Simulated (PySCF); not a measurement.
[SeF7]-: from structure and modes to constants

All numbers come from PySCF, PBE0, basis Se def2-SVPD, F def2-SVPD (no relativity, density fitting).

The singlet minimum has D5h symmetry. Masses (u): Se 79.91652, F 18.99840.

```xyz
8
charge -1 multiplicity 1, angstrom
Se    0.0000    0.0000    0.0000
F     0.0000    0.0000    1.7290
F     0.0000    0.0000   -1.7290
F     1.8377    0.0000    0.0000
F     0.5679    1.7477    0.0000
F    -1.4867    1.0801    0.0000
F    -1.4867   -1.0802    0.0000
F     0.5679   -1.7477    0.0000
```

Harmonic wavenumbers (cm⁻¹): 78.5 (e2'', ×2), 273.6 (e1', ×2), 332.7 (e1'', ×2), 391.7 (a2'', ×1), 394.3 (e2', ×2), 458.6 (e1', ×2), 568.0 (a1', ×1), 577.1 (e1', ×2), 587.3 (e2', ×2), 623.6 (a1', ×1), 721.0 (a2'', ×1).

Task: Find the principal moments of inertia and the rotational constants. What kind of rotor is it?

Result: About the centre of mass I = 273.99, 273.99, 320.8 u Å². With B = 16.8576/I this gives 0.06153, 0.06153, 0.05255 cm⁻¹. The molecule is an oblate symmetric top.

Task: Find the vibrational entropy and heat capacity at 298.15 K.

Result: With u = 1.43878 ω/T, each mode gives S = R[u/(eᵘ−1) − ln(1−e⁻ᵘ)] and C = R u² eᵘ/(eᵘ−1)².
```
  ω (cm⁻¹)      u  S (J/(mol K))  C (J/(mol K))
 78.5 (×2)  0.379          16.44           8.22
273.6 (×2)  1.320           6.58           7.20
332.7 (×2)  1.606           5.22           6.74
     391.7  1.890           4.16           6.23
394.3 (×2)  1.903           4.12           6.20
458.6 (×2)  2.213           3.22           5.61
     568.0  2.741           2.13           4.60
577.1 (×2)  2.785           2.05           4.52
587.3 (×2)  2.834           1.98           4.43
     623.6  3.009           1.72           4.11
     721.0  3.479           1.18           3.30
```
The sums over all modes are S = 88.4 and C = 104.1 J/(mol K); the softest mode gives 19 % of the entropy (each member, where degenerate).

This need not be the most stable arrangement of these atoms. The lowest empty level of this anion is unbound, so it and the gap depend on the basis.
